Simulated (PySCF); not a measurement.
# Two-component Hartree-Fock for Ti (titanium, neutral)

Start: [Ar] 3d2 4s2; 3d5/2 filled at m_j = +3/2, +5/2. Calculated with PySCF 2.14 in x2c-TZVPall-2c: generalised Hartree-Fock with the X2C-1e Hamiltonian and a Gaussian nucleus; one run each with spin-orbit coupling (SO) switched off, then screened by Boettger's factors. This is a chosen level, not necessarily the ground level.

```
spinor shell  electrons  ε, spin-free (eV)  ε, screened SO (eV)  weight of nominal j (screened SO)  rms radius, screened SO (bohr)
       1s1/2          2            -5017.8              -5017.8                              1.000                          0.0804
       2s1/2          2            -589.12              -589.13                              1.000                           0.350
       2p1/2          2            -484.81              -488.66                              0.997                           0.318
       2p3/2          4            -484.81              -482.93                              0.998                           0.321
       3s1/2          2            -79.071              -79.079                              1.000                            1.08
       3p3/2          4            -48.920              -49.455                              0.854                            1.19
       3p1/2          2            -48.920              -47.880                              0.707                            1.18
       3d5/2          2            -11.778              -11.767                              0.897                            1.67
       4s1/2          2             -6.066               -6.067                              1.000                            4.03
```

```
   quantity   spin-free  screened SO
E (hartree)  -852.73020   -852.73584
        M_J           4            4
       ⟨J²⟩      20.015       20.015
       ⟨L²⟩      12.008       12.009
       ⟨S²⟩       2.007        2.007
```

Each row is a mean over spinors that exchange with the open shell spreads, by up to 7.184 eV (3p3/2).

Rows whose weight is well below 1 are mixtures of j = l ± 1/2: exchange outweighs spin-orbit coupling there, and the label is only the starting occupation.

Without spin-orbit coupling the j labels of p, d and f shells carry no meaning; the spin-free column gives the mean over the occupied spinors of each nl shell.
